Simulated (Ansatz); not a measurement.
`S[Si]Br` + NH₃ → `N[Si]S` + HBr at 600 K and 1 bar (ligand exchange at the Si–Br bond).

Gas-phase electronic energies from Ansatz, PBE0-D4/def2-TZVP geometries. CCSD(T)/CBS adds triple-zeta CCSD(T) − MP2 to the extrapolated MP2 energy (def2 sets, frozen cores). This one scheme is used for every species. For Br outer-core shells are correlated without core-valence functions, which leaves a few kJ/mol of doubt a bond. Scalar relativity is left out up to krypton. One conformer a species, not always the lowest.

```csv
species,CCSD(T)/CBS energy (Eh),H − E (kJ/mol),S (J/(mol·K))
`S[Si]Br`,-3260.81547,63.7,351.9
NH₃,-56.50880,112.4,219.5
`N[Si]S`,-743.39408,136.0,349.1
HBr,-2573.91920,33.5,219.1
```

H − E and S are ideal-gas, rigid-rotor, harmonic terms from PBE0-D4/def2-TZVP, for one conformer and one mirror image of each species. 1 Eh = 2625.50 kJ/mol, R = 8.31446 J/(mol·K).

**Question.** By hand: ΔE, ΔH, ΔS and ΔG.

**Answer.** ΔE = (-743.39408) + (-2573.91920) − (-3260.81547) − (-56.50880) = 0.01099 Eh = 28.9 kJ/mol. Δ(H − E) = 136.0 + 33.5 − 63.7 − 112.4 = -6.6, so ΔH = 22.3 kJ/mol. ΔS = 349.1 + 219.1 − 351.9 − 219.5 = -3.2 J/(mol·K). ΔG = 22.3 − 600 × (-3.2)/1000 = 24.2 kJ/mol.

**Question.** By hand: the equilibrium constant, and the temperature at which ΔG would vanish if ΔH and ΔS stayed fixed.

**Answer.** log₁₀ K = −ΔG/(RT ln 10) = -2.1. ΔH and −TΔS have one sign here, so there is no such temperature.

The number of gas molecules stays the same, so ΔS is small and ΔH decides. A doubt of 5 kJ/mol in ΔE shifts log₁₀ K by 0.4 here. Other conformers and mirror images would add mixing entropy, several J/(mol·K) or more a flexible species. These are equilibria of isolated gas molecules and say nothing of rates. Largest T1 diagnostic: 0.014 (customary marks: 0.02 for closed shells, 0.045 for open ones).

ΔS is within the doubt of such terms, so its sign, and with it that verdict, could turn.
